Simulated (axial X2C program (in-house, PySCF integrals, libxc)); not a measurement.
**Worked dissociation energy of BeI⁻: HF, 2c**

Computed with an in-house relativistic program for diatomic molecules. Two-component (2c) means X2C with spin–orbit coupling and atomic mean-field two-electron Coulomb and Gaunt terms. Basis: I dyall-acv3z [12s13p9d5f1g], Be dyall-av3z [9s9p4d2f] (cores contracted in-house); Gaussian nuclei, density fitting, unrestricted open shells. Masses: I 126.904 u, Be 9.012 u.

Molecular state: Ω = 0 (closed shell).

* E(I-) (2M_J = 0): -7109.863080 hartree
* E(Be) (2M_J = 0): -14.575174 hartree
* E(BeI⁻) at Re: -7124.454292 hartree
* ωe: 241.0 cm⁻¹
* ωexe: 6.73 cm⁻¹

(1) Work out De and D0.

The state is a single determinant with fixed occupations, the lowest that a limited PBE0 search found. De is counted from the lowest determinant-based energies of the atoms at the same level, without counterpoise correction. Hartree–Fock gets electron affinities wrong, so its lowest charge split need not be the true one.

Hartree–Fock lacks correlation and underbinds, often by eV.

Each atomic determinant is the lowest at this level and need not be a pure J level. Totals compare only within one Hamiltonian and basis.

Answers

(1) De = -7109.863080 + (-14.575174) − (-7124.454292) = 0.01604 hartree = 0.436 eV. The zero-point energy is ωe/2 − ωexe/4 = 119 cm⁻¹ = 0.015 eV, so D0 = 0.422 eV.
